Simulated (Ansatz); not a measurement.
This geometry of AlClFH₃O (7 atoms, charge 0, multiplicity 1) is a first-order saddle point.

All numbers below come from Ansatz, RKS PBE0-D4/cc-pVDZ.

```xyz
7
Properties=species:S:1:pos:R:3
Al -0.119 0.270 -0.010
Cl 0.014 0.093 2.426
H 1.260 -0.175 -0.622
O -1.702 -0.181 -0.512
H -1.866 -0.947 -1.068
F -0.166 1.968 0.616
H -0.097 1.396 1.788
```

Which two structures does it join? (They come from a converged band through this point; their orientation in space is the band's.)

Bonds broken: F6–H7. Bonds formed: Cl2–H7.

Initial state:

```xyz
7
Properties=species:S:1:pos:R:3
Al 0.034 0.021 0.045
Cl -0.066 -0.327 2.227
H 1.452 0.067 -0.628
O -1.376 -0.384 -0.857
H -2.209 -0.603 -0.432
F -0.246 1.968 0.674
H -0.265 1.682 1.590
```

Final state:

```xyz
7
Properties=species:S:1:pos:R:3
Al -0.135 0.398 -0.159
Cl 0.002 0.069 2.474
H 1.239 -0.193 -0.656
O -1.706 -0.177 -0.569
H -1.832 -1.023 -1.007
F -0.150 2.019 0.439
H -0.095 1.331 2.098
```

How far does it lie above each of them?

24.4 kJ/mol above the first and 3.9 kJ/mol above the second. This is the barrier of this one path; another mechanism may lie lower. The orbitals stay closed-shell, which can raise the energy where a bond breaks towards radicals; this wasn't checked here.

The run took 3.2 min on 2 threads of Intel(R) Xeon(R) Platinum 8259CL CPU @ 2.50GHz (Skylake/Cascade Lake), on a shared host, peak memory 0.18 GiB.
